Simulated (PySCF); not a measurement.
A structure optimised at PBE0-D3(BJ)/def2-SVP, used in a PySCF frequency run:

```
C
H 1 1.0967
C 1 1.4895 2 113.76
F 3 1.3562 1 118.03 2 -2.59
H 3 1.0960 4 111.81 1 144.25
C 3 1.4857 5 119.89 4 -144.76
H 6 1.0926 3 116.49 5 143.33
H 6 1.0935 7 115.18 3 146.21
C 1 1.5063 2 115.82 3 -147.12
O 9 1.4019 1 113.47 2 -76.98
H 10 0.9627 9 108.04 1 57.78
H 9 1.1023 10 105.96 11 177.81
H 9 1.1088 12 106.46 10 -119.32
```
Charge 0, spin multiplicity 1.

Task: Write its SMILES and formula.

Result: OC[C@H]1C[C@@H]1F, C4H7FO

Task: What are its rotational constants (standard atomic weights)?

Result: 10.274, 1.8595, 1.7245 GHz
